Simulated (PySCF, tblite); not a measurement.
Isomers of C5H13PSSi, one GFN2-xTB conformer each. Single-point energies are computed at PBE0/pcSseg-1 (PySCF, gas phase, no added dispersion term), electronic only.

Problem. Rank them by PBE0/pcSseg-1 energy, lowest first (kJ/mol).
A. `[CH3:1][SiH2:2][P:3]1[CH2:4][CH2:5][S:6][CH2:7][CH2:8]1` with C1–Si2–P3–C4 -74°, Si2–P3–C4–C5 -163°, P3–C4–C5–S6 72°, C4–C5–S6–C7 -63°, C5–S6–C7–C8 63°
B. `[CH3:1][Si@H:2]1[CH2:3][CH2:4][P@@H:5](=[S:6])[CH2:7][CH2:8]1` with C1–Si2–C3–C4 172°, Si2–C3–C4–P5 -62°, C3–C4–P5–S6 -59°, C4–P5–C7–C8 -70°
C. `[CH3:1][Si@@H:2]([PH2:3])[S:4][C:5]1([CH3:6])[CH2:7][CH2:8]1` with C1–Si2–P3–H -89° and 178°, C1–Si2–S4–C5 -43°, Si2–S4–C5–C6 94°

Solution. B (0.0), A (92.9), C (103.5).

As drawn, the highest has a three-membered ring, which the lowest lacks. GFN2-xTB itself gives, in the same order: 0.0, 76.3, 78.2. Both levels put the same isomer lowest; measured from each level's own lowest isomer, the values differ by up to 25.3 kJ/mol (C[Si@@H](P)SC1(C)CC1: 78.2 against 103.5).

Problem. Which frontier levels, dipoles and rotational constants go with these structures?

Solution. 
| SMILES | HOMO (eV, PBE0/pcSseg-1) | LUMO (eV) | dipole (D) | A, B, C (MHz) |
| --- | --- | --- | --- | --- |
| C[Si@H]1CC[P@@H](=S)CC1 | -6.51 | 0.51 | 4.06 | 1898, 802.8, 780.5 |
| C[SiH2]P1CCSCC1 | -6.40 | 0.27 | 1.32 | 2622, 656.7, 581.2 |
| C[Si@@H](P)SC1(C)CC1 | -6.70 | 0.23 | 1.48 | 1656, 817.6, 727.6 |

Problem. What happens when harmonic zero-point energies from GFN2-xTB frequencies are added?

Solution. 
| SMILES | ZPE (kJ/mol) | electronic (kJ/mol) | with ZPE (kJ/mol) |
| --- | --- | --- | --- |
| C[Si@H]1CC[P@@H](=S)CC1 | 437.1 | 0.0 | 0.0 |
| C[SiH2]P1CCSCC1 | 433.4 | 92.9 | 89.2 |
| C[Si@@H](P)SC1(C)CC1 | 427.8 | 103.5 | 94.2 |

The zero-point energies span 9.3 kJ/mol. The order is unchanged.
